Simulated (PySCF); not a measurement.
The numbers are results of PBE-D3(BJ)/def2-TZVP // PBE0-D4/def2-TZVP (PySCF), not measurements. Isolated molecules, 0 K electronic values unless said otherwise. One relaxed conformer stands for a flexible species; it need not be the lowest. Excitations are Tamm–Dancoff values on a coarser integration grid. The basis has no diffuse functions, so Rydberg states are missing or too high.

Reference species (SMILES): `[SiH3]O` (neutral, multiplicity 1).

The HOMO–LUMO gap is 6.38 eV and the T1 excitation (TDA) comes out as 6.15 eV. The S1 oscillator strength comes out as 0.002 and the S1 excitation (TDA) is 6.50 eV.

Changed species: `O[SiH2]O` (H–O–Si–O torsion -66°, O–Si–O–H torsion -66°) (X = hydroxy; the reference has X = H).

Q: Give the shifts of the HOMO–LUMO gap, T1 excitation (TDA), S1 oscillator strength and S1 excitation (TDA).

A: the HOMO–LUMO gap increases by 0.64 eV, to 7.02 eV; the T1 excitation (TDA) goes up by 0.68 eV, to 6.83 eV; the S1 oscillator strength stays essentially unchanged; the S1 excitation (TDA) increases by 0.63 eV, to 7.13 eV.
